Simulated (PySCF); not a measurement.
# What settings do to a single point of [WOCl3]+

The sound run of [WOCl3]+ (singlet) uses PySCF 2.14.0, RKS PBE0, W def2-SVP with ECP60, O def2-SVP, Cl def2-SVP; non-relativistic Hamiltonian with scalar-relativistic core potentials where named; density fitting; no spin-orbit coupling, grid (50, 194), threshold 1e-8 Eh and 55 cycles, at the relaxed geometry:

```xyz
5

W     0.0554    0.0000    0.0782
O     1.2520    0.0000    1.2280
Cl    0.3313    1.8237   -1.1175
Cl   -1.8579    0.0000    1.1604
Cl    0.3313   -1.8237   -1.1175
```

There W1 has a Mulliken charge of 1.05 e and the dipole about the centre of mass is 1.64 D. Each run below changes one thing and starts from free metal ions and neutral atoms unless it says otherwise; with 55 cycles, smearing, a level shift and second-order steps follow where DIIS fails, and their cycles count. Energy shifts count from the sound run.

| change | outcome | cycles | energy shift (eV) | largest force component (eV/Å) | charge on W1 (e) | dipole about the centre of mass (D) |
| --- | --- | --- | --- | --- | --- | --- |
| threshold 1e-06 | converged | 9 | 0.0000 | 0.01 | 1.05 | 1.64 |
| all coordinates × 1.12 | converged | 13 | 2.95 | 6.24 | 1.18 | 1.68 |
| cycle limit 3 | not converged | 3 | – | – | – | – |

(1) One further run converged with energy shift (eV) 407.43, largest force component (eV/Å) 1598.27, charge on W1 (e) -1.05, dipole about the centre of mass (D) 3.86. Which change was it?
A. grid (30, 86)
B. Cl5 put 0.8 Å from W1, limit 93 cycles
C. start from a density of up to 30 smeared cycles (not counted)

(2) And the other changes listed?

Unsound on purpose, so not properties of the compound: Cl5 put 0.8 Å from W1, limit 93 cycles.

Forces carry noise of the integration grid, about 0.01 to 0.03 eV/Å.

Results:

(1) B.

(2) 
```json
{"change": "grid (30, 86)", "outcome": "converged", "cycles": "10", "energy shift (eV)": "-0.0408", "largest force component (eV/Å)": "0.07", "charge on W1 (e)": "1.05", "dipole about the centre of mass (D)": "1.64"}
{"change": "start from a density of up to 30 smeared cycles (not counted)", "outcome": "converged", "cycles": "7", "energy shift (eV)": "0.0000", "largest force component (eV/Å)": "0.01", "charge on W1 (e)": "1.05", "dipole about the centre of mass (D)": "1.64"}
```
